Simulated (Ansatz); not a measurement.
F2GeH (`[F][GeH][F]`) radical, 4 atoms. Total charge 0; spin multiplicity 2. Correlated methods include outer-core shells of Ge, which these sets cover unevenly. Scalar relativity is left out up to krypton. All runs use 2 threads of a server CPU on a shared host. Correlated methods freeze the cores. Open-shell runs search over several starts.

(1) How many basis functions does each run have, and how long does it take in Ansatz? UKS ωB97M-V/def2-QZVPP energy; UKS PBE0-D4/def2-QZVPP energy; UHF-CCSD(T)/def2-SVP energy; UKS PBE0-D4/def2-SVP energy; UKS ωB97M-V/def2-SVP energy; direct RPA on PBE orbitals/def2-TZVPP energy; UHF-MP2/def2-QZVPP energy; UKS PBE0-D4/def2-TZVP relaxation (6 steps); UKS BLYP-D4/def2-TZVPP energy; UHF-CCSD(T)/def2-TZVPP energy; UKS HSE06-D4/def2-TZVPP energy; UKS ωB97X-V/def2-TZVPP energy. (Estimate.)

## Answers

(1) The calculation gave: Other jobs shared the machine, so times are rough.

```json
{"level": "UKS PBE0-D4/def2-SVP", "job": "energy", "functions": "65", "wall time": "2.1 s", "peak host memory (GiB)": "0.15"}
{"level": "UKS BLYP-D4/def2-TZVPP", "job": "energy", "functions": "124", "wall time": "2.7 s", "peak host memory (GiB)": "0.14"}
{"level": "UKS HSE06-D4/def2-TZVPP", "job": "energy", "functions": "124", "wall time": "4 s", "peak host memory (GiB)": "0.28"}
{"level": "direct RPA on PBE orbitals/def2-TZVPP", "job": "energy", "functions": "124", "wall time": "5.5 s", "peak host memory (GiB)": "0.23"}
{"level": "UHF-CCSD(T)/def2-SVP", "job": "energy", "functions": "65", "wall time": "7.5 s", "peak host memory (GiB)": "0.26"}
{"level": "UKS PBE0-D4/def2-QZVPP", "job": "energy", "functions": "233", "wall time": "11 s", "peak host memory (GiB)": "0.62"}
{"level": "UKS ωB97M-V/def2-SVP", "job": "energy", "functions": "65", "wall time": "11 s", "peak host memory (GiB)": "0.26"}
{"level": "UKS ωB97X-V/def2-TZVPP", "job": "energy", "functions": "124", "wall time": "11 s", "peak host memory (GiB)": "0.36"}
{"level": "UHF-MP2/def2-QZVPP", "job": "energy", "functions": "233", "wall time": "15 s", "peak host memory (GiB)": "0.7"}
{"level": "UKS PBE0-D4/def2-TZVP", "job": "relaxation (6 steps)", "functions": "116", "wall time": "27 s", "peak host memory (GiB)": "0.25"}
{"level": "UKS ωB97M-V/def2-QZVPP", "job": "energy", "functions": "233", "wall time": "28 s", "peak host memory (GiB)": "0.83"}
{"level": "UHF-CCSD(T)/def2-TZVPP", "job": "energy", "functions": "124", "wall time": "100 s", "peak host memory (GiB)": "1.4"}
```

HSE06 is defined as in plane-wave codes.
